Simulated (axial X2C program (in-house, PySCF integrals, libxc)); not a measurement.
# InNC⁻: properties at the nuclei

Computed with an axial X2C code built on PySCF integrals: two-component X2C with atomic mean-field Coulomb and Gaunt terms, Gaussian nuclei, basis In dyall-v3z, N dyall-av3z, C dyall-v3z with contracted cores.

In–N–C held linear, with bonds 2.309 and 1.171 Å (near the PBE0 minimum at charge -1 of the determinant lowest at the starting distance; the state shown can have its own minimum elsewhere, held linear; other orders of the atoms were not compared).

Determinant lowest in the PBE0 search, Ω = 1/2 (⟨Sz⟩ = -0.50, ⟨Lz⟩ = 1.00 at PBE0), spin on the atoms In -0.53, N 0.05, C -0.02:

```tsv
level	Eeff magnitude (GV/cm)	Ws magnitude In (kHz)	A∥/gI In (MHz)	qzz In (a.u.)	A∥/gI N (MHz)	qzz N (a.u.)	A∥/gI C (MHz)	qzz C (a.u.)
PBE0	0.0808	0.116	1600	-0.44	8.19	-0.65	12.6	-0.86
HF	1.12	1.3	1590	-0.50	-1.3	-0.76	7.88	-0.99
LDA	0.326	0.35	1570	-0.54	14	-0.62	16.5	-0.82
```

Determinant 0.15 eV from it at PBE0 and this distance, Ω = 3/2 (⟨Sz⟩ = 0.50, ⟨Lz⟩ = 1.00 at PBE0), spin on the atoms In 0.53, N -0.05, C 0.02:

| level | Eeff magnitude (GV/cm) | Ws magnitude In (kHz) | A∥/gI In (MHz) | qzz In (a.u.) | A∥/gI N (MHz) | qzz N (a.u.) | A∥/gI C (MHz) | qzz C (a.u.) |
| --- | --- | --- | --- | --- | --- | --- | --- | --- |
| PBE0 | 0.852 | 0.327 | 51.1 | -0.77 | -1.72 | -0.64 | 3.35 | -0.86 |
| HF | 3.22 | 1.24 | -39.4 | -0.81 | -0.793 | -0.76 | 3.68 | -0.99 |
| LDA | 0.38 | 0.144 | 105 | -0.89 | -2.31 | -0.61 | 4.1 | -0.82 |

Eeff is the effective electric field on the electron electric dipole moment in this Ω state and Ws the scalar–pseudoscalar constant of the nucleus named (defined with the proton number Z and per Ω); A∥ (defined per Ω) follows by multiplying with gI = μI/(I μN); qzz is the electric field gradient, eQq0 = 234.96 MHz × Q/barn × qzz. The operators were transformed with the bare-nucleus X2C matrices; with these basis sets, hyperfine constants and field gradients can be off by tens of per cent, and where levels differ in sign neither size nor sign is settled.

Question: With gI(115In) = 1.2313, Q(115In) = 0.772 barn, Q(14N) = 0.02044 barn (g factors from the IAEA table of nuclear moments by Stone; Q from Pyykkö, Mol. Phys. 2018), turn the PBE0 values of the first state into constants in MHz.

Answer: A∥(115In) = 1600 × 1.2313 = 1970 MHz; eQq0(115In) = 234.96 × (0.772) × (-0.44) = -79.8 MHz; eQq0(14N) = 234.96 × (0.02044) × (-0.65) = -3.12 MHz.

The molecule was held linear; bending was not examined, so a bent shape may lie lower.

Each state is one determinant with collinear spin. Unrestricted Hartree–Fock can overshoot spin polarisation at the nuclei. In the state Ω = 1/2 the sign of Eeff differs between levels (LDA against PBE0). For an anion, determinants above electron detachment, or with a positive highest level, are held by the basis set. Where Eeff spreads by more than a factor of two the levels disagree and none is to be relied on. The search compared states at one distance, so a state with another bond length can lie lower. The sign of Ws at In differs between levels in the first state. Where a field gradient or hyperfine factor spreads by more than a factor of two over the levels, a constant derived from it is not to be relied on. PBE0 term energies can be off by some tenths of an eV.
